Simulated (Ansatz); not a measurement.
CH6OSeSi can be A, `OC[SiH2][SeH]`, or B, `CO[SiH2][SeH]`.

Program: Ansatz. Geometries: PBE0-D4/def2-TZVP. ΔE: electronic, gas phase. CCSD(T)/CBS adds triple-zeta CCSD(T) − MP2 to the extrapolated MP2 energy (def2 sets, frozen cores). DFT in def2-TZVPP. B3LYP here is the variant with VWN-RPA as its local correlation; programs differ in this. For Se outer-core shells are correlated without core-valence functions, which leaves a few kJ/mol of doubt a bond. Scalar relativity is left out up to krypton. One conformer a species, not always the lowest.

Q: Which isomer does CCSD(T)/CBS put lower? Give the gap. (An estimate is asked.)

A: The calculation gave: B, by 108.7 kJ/mol.

Q: Give E(B) − E(A) in kJ/mol with LDA (SPW92), PBE-D4, CCSD(T)/def2-TZVPP, CCSD(T)/def2-SVP, B3LYP, B2PLYP, r2SCAN-D4. (An estimate is asked.)

A: The calculation gave: LDA (SPW92) -98.9, PBE-D4 -97.2, CCSD(T)/def2-TZVPP -109.3, CCSD(T)/def2-SVP -103.7, B3LYP -111.2, B2PLYP -113.0, r2SCAN-D4 -108.7. None reverses the order clearly.

Q: Does the order hold for the free energy at 298.15 K (harmonic terms from PBE0-D4)? (An estimate is asked.)

A: Ansatz gave: Yes: G(B) − G(A) = -108.0 kJ/mol, for one conformer each. Modes under 60 cm⁻¹, often nearly free rotors, make the harmonic entropy too high.

Largest T1 diagnostic: 0.010.

At CCSD(T), def2-SVP lies +5.0 kJ/mol from the extrapolated value and def2-TZVPP −0.6 kJ/mol. From BLYP to BHLYP (50 % exact exchange), in def2-TZVPP and without D4, E(B) − E(A) moves by −8.1 kJ/mol.
